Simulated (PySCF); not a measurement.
Spectrum to structure. The calculation used TDDFT wB97X-D/def2-SVPD, vertical, gas phase, core orbitals frozen in the response (PySCF 2.14.0, density-fitted response routines). Geometries: GFN2-xTB, one conformer each.

| state | E (eV) | f |
| --- | --- | --- |
| S1 | 4.69 | 0.0001 |
| S2 | 6.12 | 0.022 |
| S3 | 6.49 | 0.014 |
| S4 | 6.88 | 0.050 |
| S5 | 7.32 | 0.036 |
| S6 | 7.63 | 0.0001 |
| S7 | 7.74 | 0.0011 |
| S8 | 7.89 | 0.0007 |

Triplets computed (Tamm–Dancoff): 4.26, 5.62, 6.30 eV.

Task: Which candidate is it?
A. `C1CCSCC1`
B. `C=CN1CCCN1`
C. `CCN1CCC=N1`
D. `C(C1CSC1)C#N`

Result: D. Its S1, at 4.69 eV, is the lowest among the candidates; the nearest of the others has S1 at 5.31 eV. S1 is HOMO→LUMO (91%). Löwdin shares by element: HOMO sulfur 71%, carbon 19% or more; LUMO sulfur 62%, carbon 21% or more (atoms not listed hold the other 17%). At the same level the other candidates give, for their lowest levels:
- `C1CCSCC1`: 5.49 eV (f 0.000); 6.31 eV (f 0.043); 6.64 eV (f 0.033); 7.08 eV (f 0.010); 7.41 eV (f 0.010); T1 5.11 eV; HOMO -8.05, LUMO 2.29 eV
- `C=CN1CCCN1`: 5.36 eV (f 0.106); 5.99 eV (f 0.251); 6.37 eV (f 0.021); 6.60 eV (f 0.031); 6.99 eV (f 0.032); T1 4.02 eV; HOMO -7.26, LUMO 2.15 eV
- `CCN1CCC=N1`: 5.31 eV (f 0.167); 5.76 eV (f 0.011); 6.44 eV (f 0.003); 6.50 eV (f 0.008); 6.79 eV (f 0.008); T1 3.53 eV; HOMO -7.39, LUMO 2.25 eV

Shape of the structure used: `[N:1]#[C:2][CH2:3][CH:4]1[CH2:5][S:6][CH2:7]1`: C2–C3–C4–C5 67°.
